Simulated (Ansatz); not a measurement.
PSbSbSb tetrahedron (Sb3P). Total charge 0; triplet. Geometry r2SCAN-D4/def2-SVP, that of the neutral singlet.

```xyz
4

P    -0.3350    1.0537   -0.9992
Sb    1.1269    0.6802    1.0805
Sb    0.6606   -1.3110   -0.8631
Sb   -1.4525   -0.4229    0.7819
```

In the def2 sets Sb takes a core potential; there is no spin–orbit coupling. At PBE0-D4/def2-TZVP a singlet of charge 0 lies 2.93 eV below the triplet at the same geometry.

(1) Estimate the α-spin orbital energies around the gap (eV) in Ansatz with PBE-D4/def2-TZVP, r2SCAN-D4/def2-TZVP, PBE0-D4/def2-TZVP.

## Answers

(1) 
```csv
orbital,PBE-D4/def2-TZVP,r2SCAN-D4/def2-TZVP,PBE0-D4/def2-TZVP
HOMO−5,-7.04,-7.36,-8.06
HOMO−4,-6.93,-7.20,-7.91
HOMO−3,-6.50,-6.83,-7.54
HOMO−2,-6.15,-6.43,-7.05
HOMO−1,-5.82,-6.05,-6.68
HOMO,-2.76,-3.01,-3.63
LUMO,-2.48,-2.41,-1.84
LUMO+1,-2.37,-2.31,-1.77
LUMO+2,-2.10,-1.94,-1.40
LUMO+3,-1.81,-1.60,-1.08
LUMO+4,-1.76,-1.60,-1.05
LUMO+5,1.33,1.77,2.00
β HOMO,-5.65,-5.88,-6.47
β LUMO,-5.26,-5.09,-4.53
```
